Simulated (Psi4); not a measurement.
Pair of molecules, SMILES N with SMILES CC#N (the first has 4 atoms); geometry from B3LYP-D3(BJ)/def2-TZVP, rigid monomers moved along the line of their centres of mass till N1···H10 is 4.35 Å.
(charge 0, multiplicity 1):
```xyz
10

N     -0.053     0.004     0.171
H      0.650     0.307    -0.494
H      0.370    -0.714     0.749
H     -0.795    -0.438    -0.360
C     -0.255     1.337     5.298
C      0.420     0.058     5.440
N      0.954    -0.958     5.517
H     -1.200     1.327     5.841
H      0.369     2.139     5.691
H     -0.443     1.503     4.235
```

The numbers are results of SAPT0/jun-cc-pV(D+d)Z in Psi4, not measurements.

### Question
Which attractive term is largest, and how does the interaction split up?

### Answer
electrostatics -1.01, exchange 0.01, induction -0.03, dispersion -0.08, total -1.12 kcal/mol; the largest attraction is electrostatics.
